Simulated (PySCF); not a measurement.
Computed structure and properties of [YBr2]+

System: [YBr2]+ (singlet); start: template (C2v). Method: PySCF 2.14.0, RKS PBE0, Y def2-SVP with ECP28, Br def2-SVP; non-relativistic Hamiltonian with scalar-relativistic core potentials where named; density fitting; no spin-orbit coupling.

Input of the relaxation:

```python
mol = gto.M(atom='''
Y      0.00000     0.00000    -0.70960
Br     2.47870    -0.00000     0.39970
Br    -2.47870     0.00000     0.39970''',
    basis={'Y': 'def2-SVP', 'Br': 'def2-SVP'},
    ecp={'Y': 'def2-SVP'},
    charge=1, spin=0)
mf = dft.RKS(mol, xc='PBE0')
mf.grids.atom_grid = (50, 194)
mf = mf.density_fit()  # fitting sets: Y def2-universal-JKFIT, Br def2-universal-JKFIT
mf.conv_tol = 1e-08; mf.max_cycle = 55
mf.kernel(dm0)  # dm0: converged density of the start geometry
# quasi-Newton relaxation in Cartesian coordinates to a largest gradient under 0.00045 Eh/bohr, steps kept in the point group
```

Run from Python with OMP_NUM_THREADS=2; the lines above give its settings. Where DIIS fails, smearing, a level shift and second-order steps follow.
It took 23 s on 2 threads of Arm Neoverse V1, with other jobs on the host, from the converged density of the start.

Course of the relaxation:

| step | energy above end (eV) | largest force component within the symmetry (eV/Å) |
| --- | --- | --- |
| 0 | 0.5823 | 2.015 |
| 1 | 0.1902 | 1.152 |
| 2 | 0.0809 | 0.788 |
| 3 | 0.0459 | 0.139 |
| 4 | 0.0295 | 0.180 |
| 5 | 0.0077 | 0.300 |
| 6 | 0.0016 | 0.104 |
| 7 | 0.0000 | 0.009 |
| 8 | 0.0000 | 0.002 |

Relaxed geometry (C2v):

```xyz
3

Y     0.0000    0.0000   -0.9059
Br    2.0576    0.0000    0.4979
Br   -2.0576    0.0000    0.4979
```

```
    contact      Å
Y1–Br2 (Br)  2.491
Y1–Br3 (Br)  2.491
```

On the finer grid (75, 302):

* HOMO: -13.04 eV
* LUMO: -7.92 eV
* Dipole about the centre of mass: 8.00 D
* Set of Mulliken populations of Y1 outside the core potential: s 2.25, p 6.22, d 1.27, f 0.08
* D3(BJ) dispersion energy (not in the energies): -0.107 eV

```json
{"atom": "Y1", "Mulliken (e)": "1.18", "Löwdin (e)": "0.43", "spin (e)": "0.00"}
{"atom": "Br2", "Mulliken (e)": "-0.09", "Löwdin (e)": "0.29", "spin (e)": "0.00"}
{"atom": "Br3", "Mulliken (e)": "-0.09", "Löwdin (e)": "0.29", "spin (e)": "0.00"}
```

On the grid (50, 194), as all that follows. Harmonic modes: a minimum within the noise of the softest modes; lowest 49 cm⁻¹ (negative: unstable), highest 326 cm⁻¹, zero-point energy 0.042 eV.

Taking off one Br (charge -1, singlet; the rest: singlet) in vacuum, both parts rigid, costs 13.93 eV; the small basis without counterpoise inflates it. Most of it is the attraction of opposite charges; other ways to part are cheaper, and one spin state was tried for the rest.

Rigid scan of Br along the line from its metal:

```json
{"distance to Br2 (Å)": "2.19", "energy (eV)": "0.991"}
{"distance to Br2 (Å)": "2.29", "energy (eV)": "0.384"}
{"distance to Br2 (Å)": "2.39", "energy (eV)": "0.084"}
{"distance to Br2 (Å)": "2.49", "energy (eV)": "0.000"}
{"distance to Br2 (Å)": "2.59", "energy (eV)": "0.065"}
{"distance to Br2 (Å)": "2.69", "energy (eV)": "0.232"}
{"distance to Br2 (Å)": "2.89", "energy (eV)": "0.740"}
{"distance to Br2 (Å)": "3.19", "energy (eV)": "1.666"}
{"distance to Br2 (Å)": "3.59", "energy (eV)": "2.852"}
{"distance to Br2 (Å)": "4.09", "energy (eV)": "4.007"}
```

One start shape was tried, so this needn't be the lowest isomer.
